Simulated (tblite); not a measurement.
Compound: C₃H₄FN₂S (doublet state).
Numbering: `[F:1][CH2:2][C:3]1=[N:4][S:5][NH:6][CH:7]1` (hydrogens: H8, H9 on C2; H10 on N6; H11 on C7)

Geometry (GFN2-xTB, Å), atoms numbered from 1 in this order:
```
atom  x, y, z in Å
F1    -1.9021    1.3963    0.1661
C2    -1.6988    0.0611   -0.0698
C3    -0.2402   -0.2663   -0.0562
N4     0.1221   -1.5562   -0.1274
S5     1.7433   -1.6922   -0.1237
N6     2.0140    0.0100   -0.0606
C7     0.7827    0.6356    0.0420
H8    -2.2285   -0.4969    0.7099
H9    -2.1401   -0.1682   -1.0466
H10    2.8345    0.3804    0.3932
H11    0.7185    1.6992    0.1472
```

Method: GFN2-xTB as coded in tblite; computed harmonic values from a numerical Hessian at the method's own geometry, unscaled. This tight-binding method is rough: wavenumbers can miss measured ones by several per cent, in bad cases by 10 to 20. One conformer, not necessarily the lowest. Open shells enter through the occupations alone, without spin polarisation, and single modes of such species can be off by tens of per cent.

Harmonic wavenumbers (cm⁻¹): 36.9, 179.1, 211.1, 309.4, 392.7, 423.5, 503.1, 597.5, 645.1, 664.9, 714.7, 845.4, 957.8, 964.6, 1057.1, 1068.6, 1169.0, 1183.3, 1234.7, 1278.8, 1361.0, 1425.9, 1521.7, 2928.4, 2945.3, 3174.7, 3422.7.

A = 6403, B = 1420, C = 1172 MHz; mass 119.008 u (most abundant isotopes); point group C1, symmetry number 1; spin multiplicity 2.

Question: What is the zero-point energy?

Answer: ½Σν̃ = 15609 cm⁻¹ = 186.72 kJ/mol.

Question: Give the ideal-gas entropy at 350 K and 1 bar in the rigid-rotor, harmonic-oscillator model (classical rotation).

Answer: Translation 171.79, rotation 118.32, vibration 79.82, spin (R ln 2) 5.76: S = 375.7 J/(mol K).

Question: And Cp and H(350 K) − H(0)?

Answer: Cp = 123.25 J/(mol K), of which vibrations give 89.99 (their classical limit is 27 R = 224.5); H(350 K) − H(0) = 26.62 kJ/mol without the zero-point energy, 14.98 from vibrations.

Question: Which modes carry the vibrational entropy at 350 K?

Answer: 36.9 cm⁻¹: 24.00; 179.1 cm⁻¹: 11.05; 211.1 cm⁻¹: 9.75; 309.4 cm⁻¹: 6.85; 392.7 cm⁻¹: 5.18; 423.5 cm⁻¹: 4.68 J/(mol K); the other 21 give 18.30 together.

Question: Blend soft modes into free rotors: weight 1/[1 + (100 cm⁻¹/ν̃)⁴] for the oscillator and the rest for a rotor with moment μB/(μ + B), μ = h/(8π²ν), B = 10⁻⁴⁴ kg m². What vibrational entropy results?

Answer: 72.65 J/(mol K) in place of 79.82, which changes −T·S at 350 K by +2.51 kJ/mol.

Question: How do the functions run with temperature in this model?

Answer: 
```tsv
T (K)	S (J/(mol K))	Cp (J/(mol K))	H − H(0) (kJ/mol)	G − H(0) (kJ/mol)	ln q(vib)
50	239.8	42.9	1.92	-10.08	0.43
100	272.9	54.5	4.34	-22.96	1.03
298.15	357.0	109.7	20.58	-85.87	3.70
373.15	383.8	128.9	29.54	-113.67	4.79
500	425.3	155.2	47.64	-165.03	6.68
750	495.2	188.4	90.99	-280.41	10.33
1000	552.3	208.0	140.73	-411.57	13.72
```

q(vib) and H(0) count from the zero-point level.

Question: What must be added to the electronic energy to get the Gibbs energy at 350 K and 1 bar?

Answer: ZPE + [H(350 K) − H(0)] − T·S = 186.72 + 26.62 − 131.49 = 81.85 kJ/mol.

Hindered rotation and anharmonicity are outside this model. Other conformers, if any are populated, would add a mixing term that is left out. The structure is chiral; the term R ln 2 for an equal mix with its mirror image is left out.

On one thread, AMD EPYC (x86_64), on a shared host, this took 0.54 s wall. The figure is for the frequency step alone.
